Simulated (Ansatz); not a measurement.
Born–Oppenheimer molecular dynamics of ClH7HfO3Si (13 atoms, charge 0, multiplicity 1). It starts at the highest image of a converged band, a first-order saddle point between two minima.

These are results of RKS PBE/def2-SVP in Ansatz, not measurements.

```
ensemble                      : NVE (velocity Verlet)
time step                     : 0.5 fs
steps asked                   : 200
starting velocities drawn for : 300 K
seed                          : 10277
```

First frame:

```xyz
13
Properties=species:S:1:pos:R:3
Hf 0.023 0.282 -0.049
O -0.022 0.126 2.188
Si -0.925 -0.535 3.474
H -0.954 -2.020 3.277
H -0.246 -0.191 4.768
H -2.320 0.022 3.474
O 1.682 -0.662 -0.305
H 2.323 -1.266 -0.704
Cl -0.151 1.608 -2.029
O -1.624 -0.736 -0.149
H -2.289 -1.240 -0.639
H 0.109 1.978 0.994
H 0.032 1.198 1.931
```

Q: How far do the bonds stretch over the last three quarters of this one trajectory? (Pairs bonded in most of those frames.)

A: 
```json
{"bond": "Hf1–O2", "mean (Å)": "2.332", "spread (Å)": "0.059", "shortest": "2.24", "longest": "2.42"}
{"bond": "Hf1–O7", "mean (Å)": "1.938", "spread (Å)": "0.019", "shortest": "1.91", "longest": "1.98"}
{"bond": "Hf1–Cl9", "mean (Å)": "2.394", "spread (Å)": "0.021", "shortest": "2.35", "longest": "2.42"}
{"bond": "Hf1–O10", "mean (Å)": "1.945", "spread (Å)": "0.033", "shortest": "1.89", "longest": "2.00"}
{"bond": "Hf1–H12", "mean (Å)": "1.936", "spread (Å)": "0.040", "shortest": "1.85", "longest": "1.99"}
{"bond": "Hf1–H13", "mean (Å)": "2.481", "spread (Å)": "0.132", "shortest": "2.30", "longest": "2.78"}
{"bond": "O2–Si3", "mean (Å)": "1.728", "spread (Å)": "0.031", "shortest": "1.68", "longest": "1.78"}
{"bond": "O2–H13", "mean (Å)": "1.005", "spread (Å)": "0.014", "shortest": "0.98", "longest": "1.03"}
{"bond": "Si3–H4", "mean (Å)": "1.495", "spread (Å)": "0.009", "shortest": "1.48", "longest": "1.51"}
{"bond": "Si3–H5", "mean (Å)": "1.506", "spread (Å)": "0.014", "shortest": "1.48", "longest": "1.53"}
{"bond": "Si3–H6", "mean (Å)": "1.500", "spread (Å)": "0.011", "shortest": "1.48", "longest": "1.52"}
{"bond": "O7–H8", "mean (Å)": "0.969", "spread (Å)": "0.011", "shortest": "0.95", "longest": "0.99"}
{"bond": "O10–H11", "mean (Å)": "0.969", "spread (Å)": "0.004", "shortest": "0.96", "longest": "0.98"}
```

Pairs bonded in part of these frames only: Hf1–H11 10 %, Hf1–H13 80 %.

Mean temperature of the second half: 186 K. The conserved energy stayed within 0.043 meV per atom of its start (net change 0.016 meV per atom), so the integration is sound. A run of 0.1 ps of so small a system gives no equilibrium averages. The orbitals stay closed-shell, which can raise the energy where a bond breaks towards radicals; this wasn't checked here.

Run time: 5.3 min on 4 threads of Intel(R) Xeon(R) 6975P-C (Granite Rapids), on a shared host, peak memory 0.25 GiB.
